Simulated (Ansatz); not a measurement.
cyclo-(GeH2)3 (Ge3H6), relaxed as a singlet with RKS PBE-D4/def2-SVP in Ansatz, starting from the GFN2-xTB geometry. Force threshold 0.02 eV/Å.

Start:

```xyz
9

Ge    0.684   -1.317   -0.207
H     1.611   -1.659    1.022
H     1.918   -1.160   -1.177
Ge   -1.483    0.110   -0.175
H    -1.911   -0.488   -1.570
H    -2.238   -1.026    0.618
Ge    0.801    1.207    0.388
H     0.448    2.425   -0.546
H     0.168    1.908    1.649
```

```tsv
step	energy (eV)	largest force component (eV/Å)	SCF passes
1	-169603.8780	0.928	15
2	-169604.3293	0.688	22
3	-169604.4785	0.565	18
4	-169604.6516	0.231	21
5	-169604.6970	0.044	18
6	-169604.6979	0.010	17
```

Force components are those of the run's own axes.

End:

Cartesian coordinates in Å:
```
Ge 1.041 -0.959 -0.078
H 1.500 -1.829 1.119
H 1.850 -1.252 -1.365
Ge -1.337 -0.381 -0.278
H -1.972 -0.322 -1.689
H -2.325 -0.906 0.793
Ge 0.296 1.340 0.355
H 0.646 2.447 -0.670
H 0.301 1.863 1.813
```

By distances, no bond broke or formed. The bond that changes most is Ge1–Ge7, from 2.60 to 2.46 Å (atoms count from 1).

No frequencies were taken in this run, so the end may be a saddle point.

Run time 7 s (4 threads of Arm Neoverse V1 on a shared host).
